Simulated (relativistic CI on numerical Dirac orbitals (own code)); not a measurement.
## One change at a time: Dy XVI

Base calculation: Dirac-Coulomb-Breit CI, orbitals from a KLI potential per configuration, a model potential for QED, unscaled Slater integrals.

CI space (outside the closed core [Ar] 3d10 4p6): 4s2.4d10.4f5, 4s2.4d10.4f3.5s2, 4s2.4d10.4f3.5s.5p, 4s2.4d10.4f4.5p, 4s2.4d10.4f3.5p2, 4s2.4d10.4f3.5s.5d, 4s2.4d10.4f4.5d, 4s2.4d10.4f3.5p.5d, 4s2.4d9.4f4.5s2, 4s2.4d10.4f3.5d2, 4s2.4d10.4f4.6s, 4s2.4d10.4f4.6p, 4d10.4f7. Levels of other configurations are missing.

Variants: (1) P86 correlation estimate; (2) QED terms removed; (3) configuration mixing switched off. Shifts of the energy above 4s2.4d10.4f5 6H°_5/2, in cm⁻¹, for the lowest level and the first level of each name with at least 55 % of one term (blank where a level changes its place among those of its configuration and J or its character, or is not in the variant):

```tsv
Level	Base	Δ(1)	Δ(2)	Δ(3)
4s2.4d10.4f5 6H°_5/2	0.0	0.0	0.0	0.0
4s2.4d10.4f5 6H°_7/2	2441.5	-0.5	-15.3	-15.5
4s2.4d10.4f5 6H°_9/2	5191.0	-0.8	-30.6	-26.6
4s2.4d10.4f5 6H°_11/2	8104.9	-0.9	-44.8	-31.4
4s2.4d10.4f5 6H°_13/2	11084.5	-0.8	-57.3	-29.3
4s2.4d10.4f5 6F°_1/2	13001.9	-0.5	-19.2	-7.9
4s2.4d10.4f5 6F°_3/2	13399.1	-0.1	-18.3	+2.7
4s2.4d10.4f5 6H°_15/2	14044.7	-0.4	-67.8	-19.9
4s2.4d10.4f5 6F°_5/2	14362.5	+0.2	-20.2	+13.9
4s2.4d10.4f5 6F°_7/2	16361.0	+0.1	-32.2	+7.3
4s2.4d10.4f5 6F°_9/2	19083.5	-0.3	-47.6	-4.0
4s2.4d10.4f5 6F°_11/2	22205.7	-0.7	-62.8	-15.7
4s2.4d10.4f5 4F°_3/2	33593.2	+11.7	-15.3	+288.0
4s2.4d10.4f5 4M°_15/2	34884.1	+0.5	-4.5	-22.6
```

At this charge energies of transitions that change n are usually good to better than 1 %, and those within a shell (Δn = 0) to a few per cent. Terms inside the open d or f shell come out 10 to 20 % too wide with unscaled integrals. Levels and lines within the n = 5 or 6 shells can be off by up to 10 % or somewhat more, and those that change n by about 2 %, since core polarisation is missing.

Ionisation energy from the two ground configurations alone: base 320.42 eV; P86 correlation estimate 322.181 eV. The NIST ASD value (theoretical) is 332 eV. The gap of more than 2 % comes from missing correlation, or from a tabulated value that is itself an estimate.

LS names give the leading component of a level, which can be under half, so a name can repeat, a term be missing and a line seem to break the LS rules.
